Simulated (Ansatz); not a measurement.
Relaxation of Ti2Se4 with RKS PBE0-D4/def2-SVP.

```sh
$ ansatz run in.yaml --threads 4 --pin off --events-out ev --progress --plain --max-ram 8704MiB
```

```yaml
crystal:
  periodic: [false, false, false]
  atoms:
    - {symbol: Ti, position_ang: [1.241590, -0.101300, 0.117580]}
    - {symbol: Ti, position_ang: [-1.217820, 0.034610, 0.285160]}
    - {symbol: Se, position_ang: [-0.190840, -1.894560, 1.270820]}
    - {symbol: Se, position_ang: [0.368650, 1.392780, 1.780030]}
    - {symbol: Se, position_ang: [-0.236770, -0.872750, -1.909620]}
    - {symbol: Se, position_ang: [0.035190, 1.441230, -1.543970]}
basis:
  gaussian: {orbitals: def2-SVP}
hamiltonian: {xc: pbe0, dispersion: d4}
scf: {lower_state_search: "off"}
output: {orbitals: {seedname: orbitals}}
relax: {f_tol: 0.02, max_steps: 100}
```

Hardware: 4 threads of Intel Xeon Platinum 8488C on a shared host. Wall time 56 s, peak host memory 0.88 GiB.

Positions (Å) and forces (eV/Å) at steps 1, 2, 3, 4, 5, 6, 7, 8 of 8:

```xyz
6
step=1 energy=-307555.4646 eV
Ti    1.242   -0.101    0.118   -2.258    0.235    0.340
Ti   -1.218    0.035    0.285    2.274   -0.276   -0.024
Se   -0.191   -1.895    1.271   -0.085    0.039   -0.387
Se    0.369    1.393    1.780    0.044    0.077   -0.400
Se   -0.237   -0.873   -1.910   -0.034    0.006    0.246
Se    0.035    1.441   -1.544    0.059   -0.082    0.224
6
step=2 energy=-307555.5681 eV
Ti    1.121   -0.098    0.181    1.505   -0.265   -0.237
Ti   -1.091    0.013    0.330   -1.520    0.300    0.030
Se   -0.218   -2.046    1.152    0.208    0.435    0.162
Se    0.385    1.575    1.712   -0.193   -0.466    0.043
Se   -0.248   -0.882   -1.870    0.002    0.017    0.004
Se    0.051    1.438   -1.505   -0.003   -0.021   -0.001
6
step=3 energy=-307555.6944 eV
Ti    1.157   -0.108    0.148    0.157   -0.127   -0.055
Ti   -1.131    0.033    0.306   -0.161    0.137    0.004
Se   -0.191   -1.960    1.205    0.076   -0.034    0.034
Se    0.363    1.475    1.738   -0.070    0.018    0.050
Se   -0.251   -0.879   -1.881    0.001   -0.029   -0.022
Se    0.052    1.438   -1.517   -0.004    0.035   -0.012
6
step=4 energy=-307555.6973 eV
Ti    1.161   -0.114    0.145   -0.011   -0.090   -0.020
Ti   -1.135    0.039    0.304    0.010    0.092    0.008
Se   -0.184   -1.955    1.210    0.051   -0.025   -0.009
Se    0.357    1.469    1.742   -0.051    0.024    0.006
Se   -0.253   -0.879   -1.883    0.010   -0.005    0.007
Se    0.054    1.440   -1.519   -0.009    0.003    0.008
6
step=5 energy=-307555.7040 eV
Ti    1.153   -0.171    0.141    0.015    0.000   -0.047
Ti   -1.126    0.095    0.317   -0.021    0.013   -0.031
Se   -0.146   -1.960    1.202   -0.001   -0.028   -0.004
Se    0.319    1.476    1.740   -0.002    0.028    0.005
Se   -0.253   -0.877   -1.882   -0.003   -0.056    0.032
Se    0.054    1.437   -1.519    0.013    0.044    0.047
6
step=6 energy=-307555.7004 eV rejected
Ti    1.153   -0.172    0.144    0.066   -0.003   -0.090
Ti   -1.126    0.095    0.320   -0.076    0.029   -0.069
Se   -0.148   -1.972    1.175    0.006   -0.054    0.134
Se    0.318    1.495    1.718    0.009    0.011    0.149
Se   -0.254   -0.888   -1.861    0.009    0.066   -0.053
Se    0.058    1.441   -1.496   -0.013   -0.048   -0.070
6
step=7 energy=-307555.7046 eV
Ti    1.153   -0.174    0.136    0.009   -0.007    0.034
Ti   -1.126    0.100    0.314   -0.004   -0.004    0.035
Se   -0.144   -1.964    1.197    0.001    0.018   -0.015
Se    0.316    1.480    1.738   -0.004   -0.014   -0.020
Se   -0.253   -0.882   -1.874   -0.002   -0.006   -0.019
Se    0.056    1.439   -1.510    0.000    0.012   -0.016
6
step=8 energy=-307555.7047 eV
Ti    1.153   -0.175    0.137    0.000    0.000    0.000
Ti   -1.126    0.100    0.316    0.000    0.000    0.000
Se   -0.144   -1.963    1.197    0.000    0.002    0.000
Se    0.315    1.480    1.737    0.000   -0.001    0.000
Se   -0.254   -0.881   -1.876    0.000   -0.001    0.000
Se    0.056    1.439   -1.511    0.000    0.001    0.000
```

The restricted singlet is unstable towards broken spin symmetry at other levels; at PBE0-D4/def2-SVP this wasn't settled. Another isomer (singlet) lies 0.37 eV lower at PBE0-D4/def2-TZVP; other spin states weren't run for this one.
